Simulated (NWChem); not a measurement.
System: C₂H₈OSi; SMILES C[SiH2]OC

Parts of the log:

```
             Northwest Computational Chemistry Package (NWChem) 7.3.0
             --------------------------------------------------------

                             Geometry "geometry" -> ""
                             -------------------------

 Output coordinates in angstroms (scale by  1.889725989 to convert to a.u.)

  No.       Tag          Charge          X              Y              Z
 ---- ---------------- ---------- -------------- -------------- --------------
    1 Si                  14.0000     0.48101900     0.49068300    -0.00121600
    2 C                    6.0000    -0.57534900     2.02511300    -0.00094800
    3 O                    8.0000    -0.54705400    -0.82246500    -0.00010500
    4 C                    6.0000    -0.12487500    -2.15494700    -0.00114800
    5 H                    1.0000     1.36566500     0.44417000    -1.21212500
    6 H                    1.0000     1.36772100     0.44510200     1.20821500
    7 H                    1.0000     0.05493100     2.92812900    -0.00333400
    8 H                    1.0000    -1.22131600     2.05257300    -0.89148200
    9 H                    1.0000    -1.21797100     2.05491400     0.89191800
   10 H                    1.0000     0.48087500    -2.40135000    -0.89381600
   11 H                    1.0000    -1.01009300    -2.80984000    -0.00481000
   12 H                    1.0000     0.47565800    -2.40419300     0.89423100

 Effective nuclear repulsion energy (a.u.)     176.8496020377

  xc_inp: hfexch multiplicative factor not found.
                              NWChem Property Module
                              ----------------------

  itol2e modified to match energy
  convergence criterion.

                                 NWChem DFT Module
                                 -----------------

 Summary of "ao basis" -> "ao basis" (spherical)
 ------------------------------------------------------------------------------
       Tag                 Description            Shells   Functions and Types
 ---------------- ------------------------------  ------  ---------------------
 Si                          sto-3g                  5        9   3s2p
 C                           sto-3g                  3        5   2s1p
 O                           sto-3g                  3        5   2s1p
 H                           sto-3g                  1        1   1s

  itol2e modified to match energy
  convergence criterion.

[...]

          -----------------------------------------
          Chemical Shielding Tensors (GIAO, in ppm)
          -----------------------------------------

                                NWChem CPHF Module
                                ------------------

  scftype          =     RHF
  nclosed          =       21
  nopen            =        0
  variables        =      231
  # of vectors     =        3
  tolerance        = 0.10D-03
  level shift      = 0.00D+00
  max iterations   =       50
  max subspace     =       30

 SCF residual:    1.7320352437054411E-005

Iterative solution of linear equations
  No. of variables      231
  No. of equations        3
  Maximum subspace       30
        Iterations       50
       Convergence  1.0D-04

   iter   nsub   residual    time
   ----  ------  --------  ---------
     1      3    1.74D+00       1.9
     2      6    5.46D-02       2.0
     3      9    1.60D-02       2.1
     4     12    5.09D-03       2.3
     5     15    7.78D-04       2.4
     6     18    4.78D-05       2.6

      Atom:    1  Si
        Diamagnetic
    866.1298      1.1995     -0.0038
      1.1995    872.3097     -0.0026
     -0.0038     -0.0026    862.1586

        Paramagnetic
   -277.6071     23.9807     -0.0939
     23.9807   -233.1635     -0.0422
     -0.0939     -0.0422   -315.9929

        Total Shielding Tensor
    588.5227     25.1802     -0.0977
     25.1802    639.1462     -0.0448
     -0.0977     -0.0448    546.1657

           isotropic =     591.2782
          anisotropy =      87.3894

          Principal Components and Axis System
                 1           2           3
              649.5378    578.1313    546.1655

      1         0.3815      0.9244      0.0024
      2         0.9244     -0.3815     -0.0002
      3        -0.0008     -0.0023      1.0000

      Atom:    2  C
        Diamagnetic
    246.5609     -4.7788     -0.0012
     -4.7788    252.1171      0.0009
     -0.0012      0.0009    243.3529

        Paramagnetic
      2.8107     12.7763     -0.0048
     12.7763     -7.4288     -0.0063
     -0.0048     -0.0063      6.7938

        Total Shielding Tensor
    249.3716      7.9974     -0.0060
      7.9974    244.6883     -0.0053
     -0.0060     -0.0053    250.1467

           isotropic =     248.0689
          anisotropy =      10.9414

          Principal Components and Axis System
                 1           2           3
              255.3631    250.1467    238.6968

      1         0.8003      0.0013     -0.5996
      2         0.5996      0.0009      0.8003
      3        -0.0015      1.0000      0.0001

      Atom:    3  O
        Diamagnetic
    375.0138      5.8542     -0.0245
      5.8542    409.6695      0.0080
     -0.0245      0.0080    355.4800

        Paramagnetic
    141.9892    -70.6217     -0.0966
    -70.6217     18.2989      0.1402
     -0.0966      0.1402    134.7905

        Total Shielding Tensor
    517.0030    -64.7676     -0.1211
    -64.7676    427.9684      0.1483
     -0.1211      0.1483    490.2705

           isotropic =     478.4140
          anisotropy =     108.9957

          Principal Components and Axis System
                 1           2           3
              551.0777    490.2700    393.8941

      1         0.8850      0.0029      0.4656
      2        -0.4656     -0.0007      0.8850
      3        -0.0029      1.0000     -0.0008

      Atom:    4  C
        Diamagnetic
    246.0287     -0.8550     -0.0021
     -0.8550    255.0926      0.0036
     -0.0021      0.0036    244.7029

[...]
```

Level: Hartree-Fock/STO-3G, GIAO. STO-3G and 3-21G are far too small for this property and stand as cheap habits. Coordinates come from a PBE0/def2-SVP optimisation. The output numbers the shielded atoms by their place in the input's list. The printed shielding anisotropy is the first printed principal value minus the mean of the other two.

Question: Which NWChem input produces such a log?

Answer: Several could match; the one computed here: the input that was run:
```
start job
memory heap 200 mb stack 900 mb global 1100 mb
geometry units angstroms noautosym nocenter noautoz
  Si     0.481019     0.490683    -0.001216
  C     -0.575349     2.025113    -0.000948
  O     -0.547054    -0.822465    -0.000105
  C     -0.124875    -2.154947    -0.001148
  H      1.365665     0.444170    -1.212125
  H      1.367721     0.445102     1.208215
  H      0.054931     2.928129    -0.003334
  H     -1.221316     2.052573    -0.891482
  H     -1.217971     2.054914     0.891918
  H      0.480875    -2.401350    -0.893816
  H     -1.010093    -2.809840    -0.004810
  H      0.475658    -2.404193     0.894231
end
basis spherical
  * library sto-3g
end
dft
  xc hfexch
  iterations 150
end
property
  shielding 9 1 2 3 4 5 7 8 10 11
end
task dft property
```
